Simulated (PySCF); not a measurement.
Potassium: a sound run and one with changed settings

Sound run: K [Ar] 4s1, K⁺ [Ar]. Calculation: PySCF 2.14, in jorge-DZP-DKH (8s6p1d, 31 functions); the spin-free X2C one-electron Hamiltonian (Gaussian nucleus). The sound run starts from symmetry-adapted Hartree-Fock orbitals and uses a fine grid where one is needed.

A second run was set up differently.

```tsv
species	method	sound run (hartree)	changed run (hartree)	converged
K	UHF	-601.44494	-601.44494	yes
K	TPSS	-602.22933	-600.53478	yes
K	MN15	-602.49073	-603.50199	yes
K⁺	UHF	-601.29822	-601.29822	yes
K⁺	TPSS	-602.07296	-600.37929	yes
K⁺	MN15	-602.33613	-603.33070	yes
```

Ionisation energy of K:

```csv
method,sound run (eV),changed run (eV)
UHF,3.992,3.992
TPSS,4.255,4.231
MN15,4.207,4.661
```

(1) What was changed?
A. basis contracted for another Hamiltonian
B. level shift left on
C. too few SCF iterations
D. radial grid too coarse

Answers

(1) D. It used radial step 1.2 in ln r (0.13 in the sound run). A coarse radial grid mis-integrates the density and the exchange-correlation energy, with errors of either sign; Hartree-Fock needs no grid.
